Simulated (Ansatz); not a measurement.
CH₄ClFGaN (`C[NH][Ga]([F])[Cl]`), charge 0, multiplicity 1.

Question: Give a relaxed structure at PBE0-D4/def2-TZVP (Ansatz). (Estimate.)

Answer: The calculation gave: 
Cartesian coordinates in Å:
```
C 0.245 -1.318 -0.048
N 0.568 0.078 0.162
Ga -0.553 1.460 -0.023
F -2.199 1.130 -0.502
Cl -0.022 3.485 0.297
H 0.389 -1.911 0.862
H 0.853 -1.762 -0.843
H -0.801 -1.417 -0.341
H 1.520 0.255 0.436
```
Point group Cs.
This is one stationary point; other conformers may exist.
